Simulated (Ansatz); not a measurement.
A structure relaxed at PBE-D4/def2-SVP in Ansatz, charge 0, singlet:

```xyz
56

Zn    0.4599    1.1025   -2.3706
Zn    0.3241   -2.9744   -2.3326
Zn    2.6718   -1.7810   -2.8178
Zn    2.6089    0.4704   -0.1276
Zn    2.1044   -3.2915    0.0433
Zn   -3.0763   -0.2888   -2.3932
Zn   -2.5083    2.9049   -1.8751
Zn    0.3251    2.6001    0.4225
Zn   -3.5433    1.3586    0.0509
Zn   -0.4611   -0.5653    0.2812
Zn    1.2376   -0.8210    3.4906
Zn   -1.0768    1.0624    3.6036
Zn    2.1306    1.6960    3.2910
O     0.6183   -0.9015   -3.0205
O    -1.6990    1.2077   -2.6930
O    -1.9306   -1.4196   -3.6344
O     0.6668    0.8208   -0.4083
O     0.1709   -2.3899   -0.2940
O     2.9050   -1.5911   -0.7895
O     2.5705   -0.0275    1.9247
O     2.9331   -2.6723    1.7937
O    -2.3614   -0.3613   -0.3567
O    -1.7774    2.6650    0.2322
O     0.2806    2.2126    2.5734
O    -2.5118    2.2338    2.7666
O    -0.5014   -0.5570    2.2954
H     1.0613    2.1317   -3.3820
H    -1.0569   -3.6651   -2.7156
H     3.6395   -1.2155   -3.8962
H     1.9024   -3.3438   -2.7124
H     3.9131    1.2155   -0.5614
H     1.9263   -4.8132   -0.2541
H    -4.6194   -0.5088   -2.3162
H    -2.2816    4.3537   -2.3937
H    -3.9788    2.1137   -1.3676
H     1.0054    4.0013    0.2889
H    -4.3479    1.0513    1.3887
H     1.3477   -2.3768    3.8020
H    -1.2943    0.4231    5.0107
H     3.3528    2.6504    3.4102
H     1.5061    0.5287    4.4276
H     0.8488   -0.7849   -3.9675
H    -1.6215    1.4275   -3.6445
H    -0.9839   -1.1294   -3.4558
H    -1.8618   -2.3934   -3.4395
H    -0.4482   -3.0820    0.0140
H     3.8774   -1.5680   -0.6722
H     3.5077    0.1139    2.1803
H     2.8778   -1.6681    1.7700
H     2.4311   -2.8621    2.6319
H    -2.9370   -1.0386    0.0521
H    -1.9550    3.6266    0.3187
H     0.1963    3.1577    2.8173
H    -2.1612    2.4664    1.8529
H    -3.3766    1.8035    2.5247
H    -1.0299   -1.3079    2.6330
```

Q: Give its formula and point group.

A: Zn13O13H30. Point group C3 (tolerance 0.1 Å).

Q: Summarise the bond lengths by kind (pairs closer than 1.2 times the sum of covalent radii, bridged metal pairs left out).

A: 34 × O–Zn 1.92 to 2.24 Å; 18 × H–Zn 1.56 to 1.75 Å; 15 × H–O 0.98 to 1.01 Å.

Single mean-field runs in def2-SVP are fitted with def2-universal-jkfit.
